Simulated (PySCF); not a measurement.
Geometry:
```csv
atom,x (Å),y (Å),z (Å)
C1,0.585,1.305,3.330
C2,0.553,0.575,2.356
Si3,0.434,-0.545,0.910
C4,-1.183,-0.304,-0.046
C5,-0.855,-0.461,-1.548
Si6,0.913,0.180,-1.794
O7,1.550,-0.125,-0.267
H8,0.622,1.957,4.185
H9,0.683,-1.938,1.376
H10,-1.530,0.721,0.168
H11,-1.987,-0.982,0.283
H12,-1.598,0.040,-2.190
H13,-0.863,-1.528,-1.832
H14,1.681,-0.564,-2.834
H15,0.973,1.642,-2.097
```

Geometry: PBE0-D3(BJ)/def2-SVP; GIAO shifts from PySCF 2.14, gas phase, non-relativistic, averaged over equivalent atoms.

At WP04/pcSseg-1 (173 basis functions, 41 s wall time on 1 thread of an Arm Neoverse N1, shared host):
```tsv
atoms	δ (ppm)
C1	94.3
C2	80.9
C4	12.4
C5	10.2
Si6	-9.4
Si3	-25.6
O7	35.4
H14	4.29
H9	4.27
H15	4.23
H8	2.11
H11	1.03
H12	0.93
H10	0.85
H13	0.78
```

Shifts are taken against calculated references (same method and geometry level): TMS for 13C (σref 172.44), 29Si (σref 338.69), 1H (σref 31.56); H2O for 17O (σref 317.54).

**Question.** Predict the values at PBE0/pcSseg-1 on the same geometry.

**Answer.** 
| atoms | δ at PBE0/pcSseg-1 | change |
| --- | --- | --- |
| C1 | 103.3 | +9.0 |
| C2 | 88.7 | +7.8 |
| C4 | 10.7 | -1.7 |
| C5 | 8.2 | -2.0 |
| Si6 | 1.7 | +11.1 |
| Si3 | -13.8 | +11.8 |
| O7 | 49.0 | +13.6 |
| H14 | 5.06 | +0.77 |
| H9 | 4.97 | +0.70 |
| H15 | 4.97 | +0.74 |
| H8 | 2.40 | +0.29 |
| H11 | 1.14 | +0.11 |
| H12 | 1.03 | +0.10 |
| H10 | 0.92 | +0.07 |
| H13 | 0.91 | +0.13 |

Chemical shifts δ = σref − σ; TMS for 13C (184.41 ppm), 29Si (351.99 ppm), 1H (31.27 ppm); 17O (334.56 ppm) against H2O, all at this level.

The largest change is at O7 (oxygen bonded to 2 Si, in a 5-membered ring). Cost: 173 basis functions, 56 s wall time on 1 thread of an Arm Neoverse N1, shared host. The order of the carbon signals is the same at both levels.

Experimental scales use liquid or dissolved standards, which lie at an offset from isolated H2O (liquid H2O: subtract about 36 ppm).
